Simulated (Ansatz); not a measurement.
Z-matrix (Å, degrees):
```
C
C 1 1.519
H 1 1.092 2 110.3
H 1 1.091 2 110.3 3 -120.1
H 1 1.091 2 110.3 3 120.1
C 2 1.519 1 110.9 3 -62.1
C 2 1.519 1 110.9 3 62.1
O 2 1.445 1 104.0 3 180.0
H 6 1.095 2 111.5 1 -179.0
H 6 1.092 2 110.6 1 61.6
H 6 1.091 2 110.5 1 -58.6
H 7 1.091 2 110.5 1 58.6
H 7 1.095 2 111.5 1 179.0
H 7 1.092 2 110.6 1 -61.6
Sn 8 1.915 2 123.3 1 -179.9
F 15 1.893 8 115.0 2 -61.1
F 15 1.884 8 107.7 2 -179.9
F 15 1.893 8 115.0 2 61.2
```

Total charge 0; spin multiplicity 1. Sn takes the def2 core potential.

**Question.** List the PBE0/def2-TZVPP orbital energies in eV (the Gaussian-basis code of Ansatz). (An estimate is asked.)

**Answer.** Ansatz gave: Occupied: -673.73, -673.73, -673.73, -523.64, -280.58, -278.42, -278.42, -278.28, -141.93, -96.63, -96.62, -96.56, -33.22, -33.20, -32.85, -30.88, -30.35, -30.34, -29.52, -29.51, -28.17, -22.74, -20.06, -20.00, -16.70, -15.18, -13.90, -13.57, -13.42, -12.93, -12.81, -12.31, -12.03, -11.86, -11.77, -11.72, -11.66, -11.61, -11.55, -11.12, -10.84, -10.59, -10.51, -9.30, -8.93. Lowest empty: -2.64, 0.47, 0.77, 0.90, 1.60, 2.01, 2.42, 2.50.
